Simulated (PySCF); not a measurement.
## How methods differ on the ionisation energy of Ce⁴³⁺

Ce⁴³⁺ [Ne] 3s2 3p3 (4S) → Ce⁴⁴⁺ [Ne] 3s2 3p2 (3P), as a difference of total energies. Calculation: PySCF 2.14, in an even-tempered Gaussian basis (16 s from 8.8 bohr⁻², ratio 2.5; 10 p from 11 bohr⁻², ratio 2.5; 4 d from 46 bohr⁻², ratio 2.7; 4 f from 69 bohr⁻², ratio 2.7); no relativity, point nucleus. Correlated levels: outer shells: 1s2 frozen; virtual orbitals above 40 to 60 times the deepest correlated orbital energy dropped. The calculations carry no spin-orbit coupling.

```
            method  ionisation energy (eV)
               UHF                  3348.5
               LDA                  3348.9
               PBE                  3349.5
              PBE0                  3349.6
            r2SCAN                  3350.4
              MN15                  3354.7
MP2 (outer shells)                  3348.6
```

Question: Estimate what SCS-MP2 (outer shells) gives.

Answer: 3348.3 eV, closest to UHF among the rows shown.

Question: Estimate what M06-L gives.

Answer: 3349.7 eV, closest to PBE0 among the rows shown.

Spin-orbit coupling is strong in these open shells (close to jj coupling). The scalar numbers leave it out and a first-order estimate fails, so it can dominate the gap to the real levels.

The ground level that NIST lists for one species does not belong to the high-spin term computed here, so part of any gap is the choice of state.

All relativistic terms are absent from these numbers, so their closeness to the reference says little about the methods.

For comparison: 3366 ± 4 eV (theoretical estimate listed by NIST; NIST Atomic Spectra Database, ionization energies).
